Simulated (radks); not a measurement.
Species: Er2+. Configuration: [Xe] 4f12 (the NIST ground configuration).

Calculated with a radial shooting solver on a logarithmic mesh with Libxc functionals: Dirac Kohn-Sham, BLYP, spin-unpolarised, spherical densities, finite nucleus; open shells are shared between the two j in proportion to 2j + 1; Fermi nuclear charge, rms radius 5.2516 fm.

Energy parts (hartree):
| part | energy |
|---|---|
| total | -13098.5671 |
| kinetic | 14454.8251 |
| electron-nucleus | -32371.9082 |
| Hartree | 5098.3398 |
| exchange-correlation | -279.8238 |

Orbitals (lengths in bohr, moments of r in powers of bohr; <r^-3> diverges for s and p1/2; r(90%) holds 90 % of the orbital's charge):
[
 {"orbital": "1s1/2", "occ.": "2", "eigenvalue (hartree)": "-2106.276", "<r^2>": "0.0005680", "r(90%)": "0.0369", "<r^-3>": "-", "small-component weight": "6.48e-02"},
 {"orbital": "2s1/2", "occ.": "2", "eigenvalue (hartree)": "-354.0961", "<r^2>": "0.008776", "r(90%)": "0.134", "<r^-3>": "-", "small-component weight": "1.45e-02"},
 {"orbital": "2p1/2", "occ.": "2", "eigenvalue (hartree)": "-337.3547", "<r^2>": "0.006328", "r(90%)": "0.118", "<r^-3>": "-", "small-component weight": "1.45e-02"},
 {"orbital": "2p3/2", "occ.": "4", "eigenvalue (hartree)": "-303.6491", "<r^2>": "0.007547", "r(90%)": "0.128", "<r^-3>": "12190", "small-component weight": "1.33e-02"},
 {"orbital": "3s1/2", "occ.": "2", "eigenvalue (hartree)": "-79.73065", "<r^2>": "0.05795", "r(90%)": "0.331", "<r^-3>": "-", "small-component weight": "4.66e-03"},
 {"orbital": "3p1/2", "occ.": "2", "eigenvalue (hartree)": "-72.37255", "<r^2>": "0.05362", "r(90%)": "0.323", "<r^-3>": "-", "small-component weight": "4.60e-03"},
 {"orbital": "3p3/2", "occ.": "4", "eigenvalue (hartree)": "-65.29408", "<r^2>": "0.06046", "r(90%)": "0.342", "<r^-3>": "2658", "small-component weight": "4.27e-03"},
 {"orbital": "3d3/2", "occ.": "4", "eigenvalue (hartree)": "-52.68758", "<r^2>": "0.04763", "r(90%)": "0.314", "<r^-3>": "452.6", "small-component weight": "4.15e-03"},
 {"orbital": "3d5/2", "occ.": "6", "eigenvalue (hartree)": "-51.14032", "<r^2>": "0.04952", "r(90%)": "0.319", "<r^-3>": "395.6", "small-component weight": "4.05e-03"},
 {"orbital": "4s1/2", "occ.": "2", "eigenvalue (hartree)": "-16.13667", "<r^2>": "0.2918", "r(90%)": "0.731", "<r^-3>": "-", "small-component weight": "1.50e-03"},
 {"orbital": "4p1/2", "occ.": "2", "eigenvalue (hartree)": "-13.19520", "<r^2>": "0.3047", "r(90%)": "0.753", "<r^-3>": "-", "small-component weight": "1.42e-03"},
 {"orbital": "4p3/2", "occ.": "4", "eigenvalue (hartree)": "-11.60130", "<r^2>": "0.3428", "r(90%)": "0.799", "<r^-3>": "598.8", "small-component weight": "1.29e-03"},
 {"orbital": "4d3/2", "occ.": "4", "eigenvalue (hartree)": "-6.75638", "<r^2>": "0.3875", "r(90%)": "0.869", "<r^-3>": "87.24", "small-component weight": "1.11e-03"},
 {"orbital": "4d5/2", "occ.": "6", "eigenvalue (hartree)": "-6.46684", "<r^2>": "0.4027", "r(90%)": "0.886", "<r^-3>": "74.90", "small-component weight": "1.07e-03"},
 {"orbital": "5s1/2", "occ.": "2", "eigenvalue (hartree)": "-2.42795", "<r^2>": "1.769", "r(90%)": "1.81", "<r^-3>": "-", "small-component weight": "3.02e-04"},
 {"orbital": "5p1/2", "occ.": "2", "eigenvalue (hartree)": "-1.63427", "<r^2>": "2.275", "r(90%)": "2.08", "<r^-3>": "-", "small-component weight": "2.35e-04"},
 {"orbital": "5p3/2", "occ.": "4", "eigenvalue (hartree)": "-1.43578", "<r^2>": "2.643", "r(90%)": "2.25", "<r^-3>": "72.86", "small-component weight": "2.03e-04"},
 {"orbital": "4f5/2", "occ.": "5.14286", "eigenvalue (hartree)": "-0.65821", "<r^2>": "0.8983", "r(90%)": "1.42", "<r^-3>": "10.90", "small-component weight": "6.39e-04"},
 {"orbital": "4f7/2", "occ.": "6.85714", "eigenvalue (hartree)": "-0.61829", "<r^2>": "0.9504", "r(90%)": "1.46", "<r^-3>": "10.37", "small-component weight": "6.22e-04"}
]

The highest occupied level is 4f7/2 at -16.824 eV. For comparison, the ionisation energy in NIST's Atomic Spectra Database is 22.70 eV (semi-empirical). In exact Kohn-Sham theory the highest level is minus the ionisation energy, but local and semilocal functionals leave it too shallow, through self-interaction and a potential that decays too fast; potentials with the right tail come closer.

Beside tabulated values, note that spin-unpolarised runs miss the spin-polarisation part of the exchange energy of open shells.
